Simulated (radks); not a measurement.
Task: The table gives one normalised radial function P(r) = r R(r) (large component) of W+ in [Xe] 4f14 5d4 6s1 (r in bohr). Calculated with a radial shooting solver on a logarithmic mesh with Libxc functionals: Dirac Kohn-Sham, XLYP, spin-unpolarised, spherical densities, finite nucleus; open shells fill j = l - 1/2 first; Fermi nuclear charge, rms radius 5.3658 fm.

r           P
0.002296   0.0382
0.002673   0.0419
0.003112   0.0458
0.003623   0.0497
0.004217   0.0534
0.00491    0.0568
0.005715   0.0596
0.006654   0.0616
0.007684   0.0623
0.008946   0.0614
0.01041    0.0584
0.01212    0.0529
0.01411    0.0442
0.01643    0.0321
0.01913    0.0164
0.02227   -0.0027
0.02592   -0.0244
0.03018   -0.0473
0.03513   -0.0691
0.0409    -0.0867
0.04762   -0.0965
0.05543   -0.0945
0.06453   -0.0776
0.07513   -0.0449
0.08746    0.0014
0.1018     0.0547
0.1185     0.1039
0.138      0.1350
0.1606     0.1347
0.187      0.0953
0.2177     0.0204
0.2535    -0.0732
0.2951    -0.1571
0.3435    -0.1999
0.3999    -0.1790
0.4655    -0.0912
0.542      0.0429
0.6309     0.1848
0.7345     0.2900
0.8551     0.3225
0.9875     0.2705
1.15       0.1338
1.338     -0.0604
1.558     -0.2731
1.814     -0.4637
2.112     -0.5997
2.458     -0.6624
2.862     -0.6492
3.332     -0.5722
3.878     -0.4551
4.515     -0.3258
5.256     -0.2083
6.119     -0.1169
7.124     -0.0559
8.293     -0.0224
9.655     -0.0075

Which n and l does it have? It may be an empty orbital.

Result: n = 6, l = 0: the number of nodes gives n - l - 1 = 5, the rise at small r points to l (this Dirac orbital starts outside the nucleus as r^gamma with gamma = sqrt((l + 1)^2 - (Z/c)^2) = 0.84; the j = 1/2 orbital of l + 1 starts with the same power, but with a smaller coefficient, and then steepens), and the extent must fit the shell. The curve is that of 6s1/2. 6s1/2: eigenvalue -12.064 eV, 5 radial nodes at r = 0.0218, 0.0871, 0.225, 0.518, 1.28 bohr, <r> = 2.99 bohr, 90 % of the charge inside 4.38 bohr.
